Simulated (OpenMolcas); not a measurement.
**d1 ions of charge +4 down a group with 6 bromide ligands in octahedral coordination**

| Item | Value |
| --- | --- |
| Program | OpenMolcas 26.06 |
| Method | CASSCF |
| Spin-orbit coupling | RASSI with atomic mean-field integrals over the reference wave functions |

The d shell is active. Anionic complexes are neutralised by point charges behind the ligands. Distances were set from a Shannon-type radius of the metal (high-spin where two are listed) plus a fixed donor radius (Br 1.91 Å). Ligand basis ANO-RCC-VDZP, DKH2 Hamiltonian. States (labels of O, the rotations of Oh). Energies in cm-1 above the lowest state or level, χT in cm3 K/mol; under a threefold ground state the first gap can be a small split of the lowest multiplet, not the spin-orbit step; 10Dq is the gap between the two states. Spin-only χT is S(S+1) / 2 for the spin of the ground state.

| Ion | Shell | R (Å) | Metal basis | Outer charge (e at Å behind ligand) | Ground state | First state of that spin | 10Dq | First gap with spin-orbit (degeneracies) | χT at 300 K | Spin-only χT |
| --- | --- | --- | --- | --- | --- | --- | --- | --- | --- | --- |
| V4+ | 3d1 | 2.49 | ANO-RCC-VTZP | 0.33 at 2.8 | 2T2 | 2E 14792 | 14792 | 391.2 (4, 2) | 0.341 | 0.375 |
| Nb4+ | 4d1 | 2.59 | ANO-RCC-VTZP | 0.33 at 2.4 | 2T2 | 2E 19249 | 19249 | 1005 (4, 2) | 0.150 | 0.375 |
| Ta4+ | 5d1 | 2.59 | ANO-RCC-VDZP | 0.33 at 3.2 | 2T2 | 2E 21925 | 21925 | 3545 (4, 2) | 0.045 | 0.375 |

The rows also differ in their metal basis and outer charges, so part of each step comes from that.

|10Dq| changes by factors of 19249 / 14792 = 1.30 from V4+ to Nb4+, 21925 / 19249 = 1.14 from Nb4+ to Ta4+.

χT departs most from the spin-only value for Ta4+, by -0.330 cm3 K/mol.

An orbital triplet at a regular site is open to Jahn-Teller coupling, which can distort the site and quench the lowest spin-orbit gaps and is left out. Ligand-to-metal charge-transfer states are missing. The least metal-like active orbital is 73 % on the metal (Löwdin) and no ligand orbital is active, so the numbers are rough (holds for V4+). This ion would oxidise such ligands; the complex is a model and need not exist (holds for V4+). With metal d orbitals alone and no dynamic correlation the field as a rule comes out too small, by tens of per cent, by up to half for chloride and softer ligands (holds for V4+). The least metal-like active orbital is 71 % on the metal (Löwdin) and no ligand orbital is active, so the numbers are rough (holds for Nb4+). With metal d orbitals alone the field can be off either way by tens of per cent (holds for Nb4+; Ta4+). The least metal-like active orbital is 68 % on the metal (Löwdin) and no ligand orbital is active, so the numbers are rough (holds for Ta4+). No measured value stands beside these numbers; the geometry was imposed, not optimised, and the real ion may take another.
